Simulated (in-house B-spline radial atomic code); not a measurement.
Configurations of neutral oxygen, with energies counted from [He] 2s2 2p4. Computed with an all-electron radial atomic-structure program (B-spline basis): scalar-relativistic (X2C) PW91, spin-polarised, spherical fractional occupations, Fermi nucleus of rms radius 2.6991 fm. Shells without spins written out take the highest spin.

Occupations are held fixed; configurations that lie above the ionisation limit could autoionise.

| configuration | E - E(ref) (eV) | highest orbital | its <r> (bohr) |
| --- | --- | --- | --- |
| [He] 2s2 2p(2 up, 2 down) | 1.5233 | 2p up | 1.264 |
| [He] 2s2 2p3 3p1 | 10.652 | 3p up | 6.145 |
| [He] 2s2 2p(2 up, 1 down) 3p(0 up, 1 down) | 14.575 | 3p down | 6.306 |
| [He] 2s2 2p(1 up, 2 down) 3d(1 up, 0 down) | 15.895 | 3d up | 9.767 |
| [He] 2s1 2p4 3s1 | 24.05 | 3s up | 4.653 |

Task: Order these further configurations by energy, lowest first.
A. [He] 2s2 2p(1 up, 2 down) 3s(0 up, 1 down)
B. [He] 2s(1 up, 0 down) 2p(3 up, 1 down) 3d(1 up, 0 down)
C. [He] 2s2 2p3 3d1
D. [He] 2s2 2p3 3s1
E. [He] 2s1 2p4 3p1

Result: D (9.0796 eV), C (12.045 eV), A (12.968 eV), E (25.65 eV), B (27.055 eV).

Task: How far above the reference does [He] 2s1 2p5 lie?

Result: 14.717 eV; its least bound orbital is 2p down with <r> = 1.329 bohr.
